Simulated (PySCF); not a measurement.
Cl4Sb (SMILES [Cl][Sb+]([Cl])([Cl])[Cl]), charge +1, singlet, geometry from GFN2-xTB (core potentials on Sb); PySCF with DF-B3LYP/def2-SV(P).

Input for PySCF:
```python
from pyscf import gto, scf, dft

mol = gto.M(
    atom='''
Sb   -0.000000   -0.000000    0.000000
Cl    1.847402   -0.639683   -1.202400
Cl    0.621222    0.488889    2.154745
Cl   -0.936032    1.859245   -0.966904
Cl   -1.532592   -1.708451    0.014559
''',
    basis='def2-sv(p)',
    ecp={'Sb': 'def2-sv(p)'},
    charge=1,
    spin=0,
    verbose=4,
)

mf = dft.RKS(mol)
mf.xc = 'b3lyp'
mf = mf.density_fit(auxbasis='def2-universal-jkfit')
mf.kernel()
mf.analyze()
```

Q: What does PySCF print? Leave out banner, timings and long lists.

A: 
```
PySCF version 2.14.0

[INPUT] verbose = 4
[INPUT] num. atoms = 5
[INPUT] num. electrons = 90
[INPUT] charge = 1
[INPUT] spin (= nelec alpha-beta = 2S) = 0
[INPUT] symmetry False subgroup None
[INPUT] Mole.unit = angstrom
[INPUT] Symbol           X                Y                Z      unit          X                Y                Z       unit  Magmom
[INPUT]  1 Sb     0.000000000000   0.000000000000   0.000000000000 AA    0.000000000000   0.000000000000   0.000000000000 Bohr   0.0
[INPUT]  2 Cl     1.847402000000  -0.639683000000  -1.202400000000 AA    3.491083821974  -1.208825676540  -2.272206692177 Bohr   0.0
[INPUT]  3 Cl     0.621222000000   0.488889000000   2.154745000000 AA    1.173939442555   0.923866315312   4.071877918276 Bohr   0.0
[INPUT]  4 Cl    -0.936032000000   1.859245000000  -0.966904000000 AA   -1.768844123829   3.513463848467  -1.827183748746 Bohr   0.0
[INPUT]  5 Cl    -1.532592000000  -1.708451000000   0.014559000000 AA   -2.896179140699  -3.228504487239   0.027512522648 Bohr   0.0

nuclear repulsion = 605.417281315235
number of shells = 42
number of NR pGTOs = 205
number of NR cGTOs = 98
basis = def2-sv(p)
ecp = {'Sb': 'def2-sv(p)'}

******** <class 'pyscf.df.df_jk.DFRKS'> ********
method = DFRKS
initial guess = minao
damping factor = 0
level_shift factor = 0
DIIS = <class 'pyscf.scf.diis.CDIIS'>
diis_start_cycle = 1
diis_space = 8
diis_damp = 0
SCF conv_tol = 1e-09
SCF conv_tol_grad = None
SCF max_cycles = 50
direct_scf = False
XC library pyscf.dft.libxc version 7.1.2
    S. Lehtola, C. Steigemann, M. J. T. Oliveira, and M. A. L. Marques,  SoftwareX 7, 1–5 (2018)
XC functionals = b3lyp
    P. J. Stephens, F. J. Devlin, C. F. Chabalowski, and M. J. Frisch,  J. Phys. Chem. 98, 11623 (1994)
radial grids:
    Treutler-Ahlrichs [JCP 102, 346 (1995); DOI:10.1063/1.469408] (M4) radial grids

becke partition: Becke, JCP 88, 2547 (1988); DOI:10.1063/1.454033
pruning grids: <function nwchem_prune>
grids dens level: 3
symmetrized grids: False
atomic radii adjust function: <function treutler_atomic_radii_adjust>
small_rho_cutoff = 0
Set gradient conv threshold to 3.16228e-05
Initial guess from minao.
tot grids = 97480
******** <class 'pyscf.df.df.DF'> ********
auxbasis = def2-universal-jkfit
init E= -2055.81411425522
  HOMO = -0.704052297312467  LUMO = -0.655414674001871  gap/eV = 1.32350
cycle= 1 E= -2078.1795032407  delta_E= -22.4  |g|= 3.04  |ddm|= 10.3
  HOMO = -0.411857165422172  LUMO = -0.0281248135704928  gap/eV = 10.44189
cycle= 2 E= -2076.7714237395  delta_E= 1.41  |g|= 3.76  |ddm|= 7.36
  HOMO = -0.518071739586637  LUMO = -0.353003628546091  gap/eV = 4.49173
cycle= 3 E= -2080.36554381476  delta_E= -3.59  |g|= 0.155  |ddm|= 3.79
  HOMO = -0.545927215441986  LUMO = -0.386267831952011  gap/eV = 4.34455
cycle= 4 E= -2080.37190480787  delta_E= -0.00636  |g|= 0.059  |ddm|= 0.365
  HOMO = -0.54092989577691  LUMO = -0.37819715465092  gap/eV = 4.42818
cycle= 5 E= -2080.37254977693  delta_E= -0.000645  |g|= 0.0155  |ddm|= 0.083
  HOMO = -0.540559542935506  LUMO = -0.376891047408037  gap/eV = 4.45365
cycle= 6 E= -2080.3726302398  delta_E= -8.05e-05  |g|= 0.00122  |ddm|= 0.0233
  HOMO = -0.540513652974362  LUMO = -0.376842909427168  gap/eV = 4.45371
cycle= 7 E= -2080.37263064546  delta_E= -4.06e-07  |g|= 0.000262  |ddm|= 0.00119
  HOMO = -0.540533094917082  LUMO = -0.376868386560062  gap/eV = 4.45354
cycle= 8 E= -2080.37263066415  delta_E= -1.87e-08  |g|= 8.14e-05  |ddm|= 0.00027
  HOMO = -0.540529403956709  LUMO = -0.376868624647543  gap/eV = 4.45344
cycle= 9 E= -2080.37263066608  delta_E= -1.93e-09  |g|= 9.2e-06  |ddm|= 0.00011
  HOMO = -0.540529507008388  LUMO = -0.376868557067603  gap/eV = 4.45344
cycle= 10 E= -2080.3726306661  delta_E= -2.27e-11  |g|= 2.93e-06  |ddm|= 1.81e-05
  HOMO = -0.540529334502563  LUMO = -0.376868364237424  gap/eV = 4.45344
Extra cycle  E= -2080.37263066609  delta_E= 1.36e-11  |g|= 4.67e-06  |ddm|= 1.14e-05
converged SCF energy = -2080.37263066609
**** SCF Summaries ****
Total Energy =                       -2080.372630666085570
Nuclear Repulsion Energy =             605.417281315234732
One-electron Energy =                -4148.110849836128182
Two-electron Energy =                 1462.320937854807880
Two-electron Coulomb Energy =         1594.593828478318528
DFT Exchange-Correlation Energy =     -132.272890623510591
HOMO-LUMO gap [eV] =                     4.453441838292437
**** MO energy ****
MO #1   energy= -101.747111158016  occ= 2
MO #2   energy= -101.747046459416  occ= 2
MO #3   energy= -101.747044852648  occ= 2
MO #4   energy= -101.747044129355  occ= 2
MO #5   energy= -9.70027898806974  occ= 2
MO #6   energy= -9.70023930048639  occ= 2
MO #7   energy= -9.70023796491057  occ= 2
MO #8   energy= -9.70023745027674  occ= 2
MO #9   energy= -7.46964194397533  occ= 2
MO #10  energy= -7.46962442270827  occ= 2
MO #11  energy= -7.46962306087006  occ= 2
MO #12  energy= -7.46961794292778  occ= 2
MO #13  energy= -7.45894890675658  occ= 2
MO #14  energy= -7.45894649806885  occ= 2
MO #15  energy= -7.45894401055127  occ= 2
MO #16  energy= -7.45893019620139  occ= 2
MO #17  energy= -7.45892938883701  occ= 2
MO #18  energy= -7.45892570803727  occ= 2
MO #19  energy= -7.45892334999257  occ= 2
MO #20  energy= -7.45892027845918  occ= 2
MO #21  energy= -6.06570604273808  occ= 2
MO #22  energy= -4.29302915219074  occ= 2
MO #23  energy= -4.29302811191294  occ= 2
MO #24  energy= -4.29302795335299  occ= 2
MO #25  energy= -1.65124653109663  occ= 2
MO #26  energy= -1.65124551194351  occ= 2
MO #27  energy= -1.6512448803205   occ= 2
MO #28  energy= -1.64788724561258  occ= 2
MO #29  energy= -1.64788679789882  occ= 2
MO #30  energy= -1.09023312571336  occ= 2
MO #31  energy= -1.04399159200953  occ= 2
MO #32  energy= -1.04399091629365  occ= 2
MO #33  energy= -1.04399067771583  occ= 2
MO #34  energy= -0.811347455180034 occ= 2
MO #35  energy= -0.645571173196071 occ= 2
MO #36  energy= -0.645570641055428 occ= 2
MO #37  energy= -0.64557019594213  occ= 2
MO #38  energy= -0.559949720838451 occ= 2
MO #39  energy= -0.559949438484799 occ= 2
MO #40  energy= -0.556604342365895 occ= 2
MO #41  energy= -0.556604123025129 occ= 2
MO #42  energy= -0.556603813010031 occ= 2
MO #43  energy= -0.540530920263422 occ= 2
MO #44  energy= -0.540529832230328 occ= 2
MO #45  energy= -0.540529334502563 occ= 2
MO #46  energy= -0.376868364237424 occ= 0
MO #47  energy= -0.250164231436036 occ= 0
MO #48  energy= -0.250163326395374 occ= 0
MO #49  energy= -0.250161563907579 occ= 0
MO #50  energy= -0.0296178448052729 occ= 0
MO #51  energy= 0.0265839840501554 occ= 0
MO #52  energy= 0.0265844514451008 occ= 0
MO #53  energy= 0.0265880976197017 occ= 0

WARN: System has nonzero charge 1; the dipole moment is origin-dependent.
Location of origin: [0. 0. 0.]

Dipole moment(X, Y, Z, Debye):  0.00005,  0.00004,  0.00005
```
